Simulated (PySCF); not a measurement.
Vertical excitation energies

C5H8O2.
SMILES: `C=C(OC)C(C)=O`

Method used: TDDFT PBE0/def2-SVPD, vertical, gas phase, core orbitals frozen in the response in PySCF 2.14.0, density-fitted response routines. The structure is a single GFN2-xTB conformer in the gas phase; no vibrational or solvent corrections. Torsions of this conformer, `[CH2:1]=[C:2]([O:3][CH3:4])[C:5]([CH3:6])=[O:7]`: C1–C2–O3–C4 0°, C1–C2–C5–C6 180°.

| state | E (eV) | λ (nm) | f | \|μ\| (D) | symmetry | main configurations (H = HOMO, L = LUMO) |
| --- | --- | --- | --- | --- | --- | --- |
| S1 | 3.92 | 316.6 | 0.0002 | 0.11 | – | H-1→L (98%) |
| S2 | 5.04 | 246.2 | 0.115 | 2.45 | A′ | H→L (97%) |
| S3 | 6.59 | 188.1 | 0.029 | 1.07 | A″ | H→L+1 (98%) |
| S4 | 7.05 | 175.8 | 0.016 | 0.77 | A′ | H-1→L+1 (84%), H-1→L+2 (12%) |
| S5 | 7.12 | 174.2 | 0.0020 | 0.27 | A″ | H→L+2 (93%) |
| S6 | 7.20 | 172.1 | 0.0002 | 0.08 | – | H-3→L (94%) |

Triplets (Tamm–Dancoff): T1 3.21 eV, H→L (93%); T2 3.38 eV, H-1→L (96%).

The lowest singlet lies at 3.92 eV (317 nm, ultraviolet) and is dark (f under 0.0005); its leading configuration is HOMO-1→LUMO (98%). The most intense listed level is S2 at 5.04 eV (246 nm, f = 0.115), 1.12 eV above S1. Löwdin shares by element: HOMO carbon 55% or more, oxygen 31%; LUMO carbon 59% or more, oxygen 23% or more (atoms not listed hold the other 18%). Of the 6 states listed, 3 reach f = 0.01 and 2 stay under 0.0005. The listed states span 3.29 eV, and the widest gap between neighbours is 1.56 eV (S2 to S3). Orbital energies (eV): HOMO-3 -10.11, HOMO-2 -9.93, HOMO-1 -7.46, HOMO -7.17, LUMO -1.48, LUMO+1 0.55, LUMO+2 1.05. Symmetry labels in Cs follow from the direction of the transition dipole and are given only for states with f of 0.002 or more. The window holds the lowest 6 singlets.
